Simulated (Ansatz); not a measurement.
Two isomers of B2H6OSi: A = `BOB[SiH3]`, B = `B[SiH2]BO`.

Isolated molecules relaxed with PBE0-D4/def2-TZVP in Ansatz; ΔE leaves out vibrations. CCSD(T)/CBS is the MP2 limit (def2-TZVPP, def2-QZVPP) plus CCSD(T) − MP2 in def2-TZVPP, frozen cores. Functionals use def2-TZVPP. B3LYP here is the variant with VWN-RPA as its local correlation; programs differ in this. Each species was taken in one conformer, which may not be the lowest.

A:

```xyz
10

B     2.040   -0.804   -0.807
O     1.092   -0.239    0.001
B    -0.229   -0.097   -0.329
Si   -1.525    0.765    0.970
H     1.726   -1.217   -1.887
H     3.157   -0.859   -0.385
H    -0.589   -0.495   -1.407
H    -2.155    1.949    0.319
H    -0.897    1.198    2.247
H    -2.619   -0.201    1.278
```

B:

Z-matrix (Å, degrees):
```
Si
B 1 2.046
B 1 1.995 2 104.5
H 1 1.491 2 108.8 3 120.8
H 1 1.496 2 108.9 3 -120.9
O 2 1.349 1 122.6 3 105.7
H 2 1.199 1 121.7 3 -73.5
H 3 1.196 1 121.2 2 -90.9
H 3 1.196 1 120.9 2 83.9
H 6 0.962 2 114.2 1 1.3
```

Question: Which is lower in electronic energy at CCSD(T)/CBS, and by how much? (An estimate is asked.)

Answer: Ansatz gave: A, by 124.0 kJ/mol.

Question: Give E(B) − E(A) in kJ/mol with PBE0-D4, CCSD/def2-TZVPP, MP2/def2-TZVPP, B3LYP, B3LYP-D4, r2SCAN-D4, PBE-D4. (An estimate is asked.)

Answer: The calculation gave: PBE0-D4 112.5, CCSD/def2-TZVPP 127.4, MP2/def2-TZVPP 130.3, B3LYP 126.8, B3LYP-D4 125.5, r2SCAN-D4 114.6, PBE-D4 103.7. None reverses the order clearly.

Question: Does the order hold for the free energy at 298.15 K (harmonic terms from PBE0-D4)? (An estimate is asked.)

Answer: The calculation gave: Yes: G(B) − G(A) = +129.3 kJ/mol, for one conformer each. Modes under 60 cm⁻¹, often nearly free rotors, make the harmonic entropy too high.

Largest T1 diagnostic: 0.016.

In def2-TZVPP, CCSD(T) changes the Hartree–Fock value by −25.1 kJ/mol (the triples alone add −3.0 kJ/mol) and MP2 by −19.2 kJ/mol. From BLYP to BHLYP (50 % exact exchange), in def2-TZVPP and without D4, E(B) − E(A) moves by +16.5 kJ/mol.
